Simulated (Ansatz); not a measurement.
Saddle point of SiH$_{4}$SOF$_{2}$, closed shell (SiH₂OF₂ ([OH][SiH]([F])[F]) + H₂S → SiH₂SF₂ ([F][SiH]([F])[SH]) + H₂O; bonds formed: Si1–S7, O2–H6; bonds broken: Si1–O2, H6–S7), PBE0-D4/def2-TZVP structure:

Si1  (-0.519, 0.495, 0.379)
O2  (0.670, -0.815, 0.566)
F3  (-1.995, -0.010, 0.064)
F4  (-0.661, 0.599, 1.989)
H5  (-0.093, 1.871, 0.101)
H6  (0.689, -1.078, -0.514)
S7  (0.074, -0.190, -1.909)
H8  (0.642, -1.423, 1.317)
H9  (1.192, 0.551, -1.992)
(Å)

Energies are electronic, without zero-point energy. Barriers and step energies count from the start structure reached by relaxing down the imaginary mode; all methods use the PBE0-D4 structures, on which another method's saddle can fall below an end. Computed with Ansatz 0.2.0 (basis: def2-TZVPP, with def2-QZVPP for the basis limit); correlated methods freeze the cores. B3LYP uses VWN-RPA correlation. Extrapolation: Hartree–Fock as exp(−7.88 √X), correlation as X^−2.97.

| method | barrier (eV) | step energy (eV) |
| --- | --- | --- |
| SPW92 | 0.714 | 0.370 |
| PBE-D4 | ? | 0.382 |
| BLYP-D4 | 1.382 | 0.497 |
| r2SCAN-D4 | 1.240 | 0.466 |
| B97M-V | 1.441 | 0.483 |
| PBE0-D4 | 1.250 | 0.432 |
| B3LYP-D4 | 1.470 | 0.534 |
| r2SCAN0-D4 | ? | 0.494 |
| BHLYP-D4 | 1.639 | 0.586 |
| CAM-B3LYP-D4 | 1.498 | 0.584 |
| wB97X-V | 1.453 | 0.507 |
| wB97M-V | 1.402 | 0.491 |
| B2PLYP | 1.527 | 0.575 |
| PBE-QIDH | 1.384 | 0.498 |
| RPA on PBE | ? | 0.582 |
| HF | 2.193 | 0.765 |
| MP2 | 1.466 | 0.536 |
| CCSD | 1.667 | 0.597 |
| CCSD(T) | 1.549 | 0.558 |

Q: Fill in the withheld barriers. (An estimate is asked for; the value comes from the calculation.)

A: The calculation gives: r2SCAN0-D4 1.333; PBE-D4 1.106; RPA on PBE 1.589 eV. Each is the energy of the saddle less that of the start structure, by the same method.

For comparison, the barrier by CCSD(T) at an estimated basis limit (MP2 extrapolated from triple and quadruple zeta, plus CCSD(T) − MP2 in triple zeta) is 1.489 eV.

No T1 diagnostic of these runs exceeds 0.012.

Labels in which every atom is bracketed show which atoms are joined, not bond orders.

For scale, one of the runs: CCSD(T)/def2-TZVPP, 233 basis functions, launched by `ansatz run in.yaml --threads 4 --pin off --events-out ev --progress --plain --max-ram 9574MiB`. The run took 2.3 min on 4 CPU threads of an Arm Neoverse V1 (shared host), with 4.2 GiB of host memory at its peak.
